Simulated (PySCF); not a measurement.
Al(OH) (AlHO), SMILES [OH][Al] (connectivity only; charge and spin as stated), neutral, multiplicity 1. Atoms are numbered in the order given.

```xyz
3

Al     0.0000     0.0000     0.7315
O      0.0000     0.0000    -0.9507
H      0.0000     0.0000    -1.9043
```

Coordinates come from a B3LYP-D3(BJ)/def2-TZVPD optimisation.

Two levels are set side by side: PBE/pcSseg-2 (PySCF) and B3LYP/pcSseg-2 (PySCF). GIAO shifts against H2O (¹⁷O), TMS (¹H) at the same level; non-relativistic, no solvent, atoms listed together averaged. Differences are taken from unrounded values.

```json
[
 {"quantity": "δ(¹⁷O) of O2 (ppm)", "B3LYP": "100.2", "PBE": "107.4", "PBE minus B3LYP": "7.2"},
 {"quantity": "δ(¹H) of H3 (ppm)", "B3LYP": "2.76", "PBE": "2.79", "PBE minus B3LYP": "0.03"}
]
```

Rough cost on one machine, each run with all the roots and properties that it gave: B3LYP against PBE within a factor of 2.
